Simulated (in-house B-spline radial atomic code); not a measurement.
Checks on a self-consistent run for Rb6+, [Ar] 3d10 4s2 4p1. Computed with a B-spline radial code for spherical atoms: Dirac-Hartree-Fock, average of configuration, Fermi nucleus of rms radius 4.2036 fm.

| orbital | q | ε (Eh) | <1/r> | <r²> | small-component weight |
| --- | --- | --- | --- | --- | --- |
| 1s1/2 | 2 | -565.53928 | 37.8818 | 0.00218581 | 0.018065 |
| 2s1/2 | 2 | -80.84027 | 8.53347 | 0.03701 | 0.0036369 |
| 2p1/2 | 2 | -73.35801 | 8.46728 | 0.0284676 | 0.0036042 |
| 2p3/2 | 4 | -71.10459 | 8.15989 | 0.0298675 | 0.0035122 |
| 3s1/2 | 2 | -15.82503 | 2.84082 | 0.293542 | 0.00090745 |
| 3p1/2 | 2 | -13.06918 | 2.71884 | 0.301774 | 0.00084902 |
| 3p3/2 | 4 | -12.71434 | 2.64856 | 0.313092 | 0.00082632 |
| 3d3/2 | 4 | -7.93921 | 2.41918 | 0.321726 | 0.00070984 |
| 3d5/2 | 6 | -7.87876 | 2.40038 | 0.326016 | 0.00070281 |
| 4s1/2 | 2 | -4.24088 | 1.00898 | 1.9514 | 0.00018714 |
| 4p1/2 | 0.33333 | -3.61612 | 0.925753 | 2.28323 | 0.00016497 |
| 4p3/2 | 0.66667 | -3.56756 | 0.910887 | 2.34282 | 0.00016192 |

Electron-electron repulsion V_ee = 1046.2333 hartree.

**Question.** What total energy follows from the eigenvalues?

**Answer.** The eigenvalues count the repulsion twice, so E = Σqε - V_ee = -1923.634 - 1046.233 = -2969.867 hartree; the run printed -2969.867.

**Question.** Does the Dirac virial theorem hold?

**Answer.** For a point nucleus E = -2c²Σq·w, with w the small-component weight. Here Σq·w = 0.079073 and c = 137.0360, so the ratio E/(-2c²Σq·w) is 1.000018; the finite nucleus accounts for the departure from 1.

**Question.** What diamagnetic shielding (Lamb formula) and susceptibility (Langevin formula) do the radii give?

**Answer.** σ = (α²/3)Σq<1/r> = 191.131/(3·137.036²) = 3392.7 ppm, and χ = -0.79199×10⁻⁶·Σq<r²> = -9.636×10⁻⁶ cm³/mol with Σq<r²> = 12.167 bohr². Both are non-relativistic formulas without the paramagnetism of open shells.
